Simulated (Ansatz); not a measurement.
Which level was it?

The species is SiN2H4F (8 atoms), meant as a doublet with charge 0. As SMILES, `N[Si](N)F`. The coordinates come from a PBE0-D4/def2-TZVP relaxation. This is one conformer, not always the lowest.

```xyz
8

N    -0.8149    1.0315   -0.3599
Si    0.5172   -0.0207   -0.5813
N     0.7803   -0.7933    0.9107
F     0.0453   -0.9712   -1.7940
H    -1.3317    1.3489   -1.1650
H    -0.7638    1.7447    0.3502
H     1.6486   -1.2548    1.1205
H     0.0111   -1.1423    1.4632
```

Orbital energies are those of the mean-field step.

A calculation with Ansatz 0.2.0 gave:

The total energy is -498.4000 Eh. The HOMO energy is -4.47 eV, the LUMO energy is -3.17 eV and the ⟨S²⟩ is 0.751.

Task: Which of these levels gave the numbers?
A. CCSD/def2-SVPD
B. PBE0/def2-SVPD
C. SVWN5/def2-SVPD
D. HF/STO-3G

Result: C. The others give -500.1164 Eh (CCSD/def2-SVPD), -493.4445 Eh (HF/STO-3G), -500.7468 Eh (PBE0/def2-SVPD).
